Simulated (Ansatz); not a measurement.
AlCl$_{4}$ (SMILES [Cl][Al-]([Cl])([Cl])[Cl]), charge -1, singlet, geometry from GFN2-xTB (such geometries of metal compounds can be far from the true shape) (a gas-phase anion, which may not be bound at this level). Base run: CCSD/6-31G** (Ansatz, an electronic-structure program).

The Ansatz input:
Ansatz 0.2 input:
```yaml
crystal:
  periodic: [false, false, false]
  atoms:
    - {symbol: Cl, position_ang: [-1.65839443, -0.37089430, -1.25730454]}
    - {symbol: Al, position_ang: [0.00000000, 0.00000000, 0.00000000]}
    - {symbol: Cl, position_ang: [0.00812152, 2.03452580, 0.57383638]}
    - {symbol: Cl, position_ang: [1.78590719, -0.44613033, -1.03930391]}
    - {symbol: Cl, position_ang: [-0.13563427, -1.21750117, 1.72277208]}
basis:
  gaussian:
    orbitals: 6-31G__.json
total_charge: -1
magnetization: {spin_polarized: false}
correlation: {method: ccsd}
```
The basis file holds 6-31G** in the JSON format of the Basis Set Exchange.

The base run was repeated with changes; each row names its change, and settings that it needs were set with it.

| change | ΔE vs base (mEh) | MP2 correlation (Eh) | CC correlation without the perturbative part (Eh) | basis functions |
|---|---|---|---|---|
| base | 0.000 | -0.56742 | -0.61612 | 95 |
| method = mp2 | 48.695 | -0.56742 | - | 95 |
| accuracy = high | -0.016 | -0.56743 | -0.61612 | 95 |
| method = bccd_t | -13.517 | -0.56742 | -0.61575 | 95 |
| fitting = cc-pVTZ-JKFIT (mean field), cc-pVTZ-RIFIT (correlation) | 0.117 | -0.56737 | -0.61613 | 95 |
| lower_state_search = off | 0.000 | -0.56742 | -0.61612 | 95 |
| method = rpa | -26.460 | - | - | 95 |
| diis_vectors = 2 | 0.000 | -0.56742 | -0.61612 | 95 |
| diis_vectors = 4 | 0.001 | -0.56742 | -0.61612 | 95 |
| reference functional = pbe0 | 9.446 | - | -0.62499 | 95 |

A gas-phase anion may not be bound at this level; its values then depend on the basis.
